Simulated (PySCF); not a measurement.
Isomers C$_{6}$H$_{11}$N$_{2}$P:

A. `CN(C)c1cn(C)cp1`
B. `Cc1nn(C(C)C)cp1`
C. `N(C)=P1(NC)C=CC=C1`

Spectrum 1. $^{13}$C{$^{1}$H} NMR (computed): δ 182.7 (C), 164.7 (CH), 60.2 (CH), 25.5 (CH3), 21.4 (CH3).

Spectrum 2. $^{13}$C{$^{1}$H} NMR (computed): δ 172.5 (C), 153.5 (CH), 113.2 (CH), 43.9 (CH3), 40.6 (CH3).

Spectrum 3. $^{13}$C{$^{1}$H} NMR (computed): δ 145.4 (CH), 138.4 (CH), 32.9 (CH3), 24.5 (CH3).

PySCF 2.14 calculation with geometry from GFN2-xTB and PBE0/pcSseg-1 with gauge-including orbitals; one conformer, in vacuum, rapidly exchanging positions averaged, non-relativistic.

Shifts are taken against calculated references (same method and geometry level): TMS for $^{13}$C. Splittings of carbon signals by F and P are missing where no couplings were computed. Shifts are as computed. Against solution values, carbons near 30 ppm lie about +3 ppm off and those near 130 ppm about +5 ppm. Of 1211 compounds with measured shifts, 218 miss one by over three times the rms of a fit or turn the order of signals round; such compounds aren't used in these exercises.

Question: Which spectrum belongs to which compound?

Answer: 1–B, 2–A, 3–C.

- Spectrum 1 (B): 5 $^{13}$C signals; δC 164.7 is an aromatic CH next to a ring nitrogen; δC 60.2 is an sp3 CH bonded to N.
- Spectrum 2 (A): 5 $^{13}$C signals; δC 172.5 is an aromatic carbon bearing nitrogen; δC 153.5 is an aromatic CH next to a ring nitrogen.
- Spectrum 3 (C): 4 $^{13}$C signals; δC 145.4 is an alkene CH; δC 138.4 is an alkene CH.
